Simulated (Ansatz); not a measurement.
Reaction (redistribution): `FC[TeH]` + `O=CC(F)BF` → `O=CC(F)[TeH]` + `FBCF`

Computed with Ansatz on PBE0-D4/def2-TZVP structures; ΔE is electronic, products minus reactants. CCSD(T)/CBS is the MP2 limit (def2-TZVPP, def2-QZVPP) plus CCSD(T) − MP2 in def2-TZVPP, frozen cores. def2 core potentials past Kr. For Te outer-core shells are correlated without core-valence functions, which leaves a few kJ/mol of doubt a bond. One conformer a species, not always the lowest.

```json
{"level": "HF/def2-TZVPP", "ΔE (kcal/mol)": "0.9"}
{"level": "SCS-MP2/def2-TZVPP", "ΔE (kcal/mol)": "-1.3"}
{"level": "HF/def2-QZVPP", "ΔE (kcal/mol)": "0.8"}
{"level": "CCSD/CBS(def2)", "ΔE (kcal/mol)": "-1.0"}
```

(1) What does CCSD(T)/CBS give? (Estimate.)

Largest T1 diagnostic among the species: 0.015.

Results:

(1) Ansatz gave: -1.4 kcal/mol. The listed levels differ from it by 2.3, 0.1, 2.2, 0.4 kcal/mol.

In def2-TZVPP, CCSD(T) changes the Hartree–Fock value by −1.9 kcal/mol (the triples alone add −0.4 kcal/mol) and MP2 by −2.9 kcal/mol.
